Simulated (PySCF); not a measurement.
Spin states of SiSe⁺

Unrestricted PBE0; Si 6-31G(d,p), Se 6-31G(d,p); no relativity (PySCF 2.14). Outer shells of the fragments: Si+ 3s2 3p1; Se 3d10 4s2 4p4.

Followed along the bond (rough minima from three points):

```tsv
2Ms+1	unpaired	⟨S²⟩ at the start	R at minimum (Å)	Te (eV)
2	π ↑	0.76	2.22	0.00
2	σ ↑	0.76	2.05	0.23
4	σ ↑, π ↑↑	3.76	2.32	2.41
```

Solutions found at the starting distance of 2.330 Å, counted from the lowest of them; the search is not exhaustive and high or unbound solutions are not listed, so other states can lie among these:

| 2Ms+1 | unpaired | term | E (eV) | ⟨S²⟩ | ⟨Lz²⟩ | μ (D) |
| --- | --- | --- | --- | --- | --- | --- |
| 2 | π ↑ | ²Π | 0.00 | 0.76 | 1.01 | -4.89 |
| 2 | σ ↑ | ²Σ⁺ | 0.79 | 0.76 | 0.00 | -5.80 |
| 4 | σ ↑, π ↑↑ | mixed | 2.31 | 3.76 | 2.01 | -4.12 |
| 4 | π ↑↑↑ | ⁴Π | 2.31 | 3.76 | 1.01 | -1.48 |
| 4 | σ ↑, π ↑↑ | mixed | 2.63 | 3.76 | 2.01 | -4.44 |
| 2 | π ↑↑↓ | mixed | 2.77 | 1.76 | 3.02 | -1.50 |
| 2 | σ ↑, π ↑↓ | mixed | 2.89 | 1.76 | 2.01 | -4.62 |
| 2 | σ ↓, π ↑↑ | mixed | 2.90 | 1.77 | 2.01 | -3.74 |
| 2 | σ ↑, π ↑↓ | mixed | 3.05 | 1.77 | 2.01 | -4.10 |
| 4 | σ ↑, π ↑↑ | ⁴Σ⁻ | 5.37 | 3.75 | 0.00 | -2.46 |

A term symbol is given only where ⟨S²⟩ and ⟨Lz²⟩ are close to those of a pure state; real π, δ and φ orbitals otherwise mix terms. A positive dipole points towards Se; it is taken about the centre of mass and depends on that origin.

**Question.** Compare the gap between the two lowest followed solutions at the starting distance with the gap between their minima.

**Answer.** At PBE0 the second solution (doublet, unpaired electrons σ ↑) lies +0.79 eV from the first (doublet, unpaired electrons π ↑) at 2.330 Å and +0.23 eV at the minima; the two curves relax by different amounts, since their minima lie near 2.05 and 2.22 Å.

Spin–orbit coupling is left out. Counting both spins, an empty level lies below a filled one in some of these solutions, because spin and occupation are held.
